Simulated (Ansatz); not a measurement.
Species: CH$_{2}$BNO$_{2}$, SMILES `N#CB(O)O` (O–B–O–H torsion -180°, O–B–O–H torsion -180°) (charge 0, multiplicity 1), formula CH$_{2}$BNO$_{2}$.

Question: How many basis functions does Ansatz (an electronic-structure program) with frozen-core CCSD(T)/cc-pVTZ // B3LYP-D3(BJ)/def2-TZVP use, how many core orbitals are frozen, and how many electrons are correlated?

Answer: 178 basis functions and 5 frozen orbitals, which leaves 26 correlated electrons. Core time is of the order of minutes.
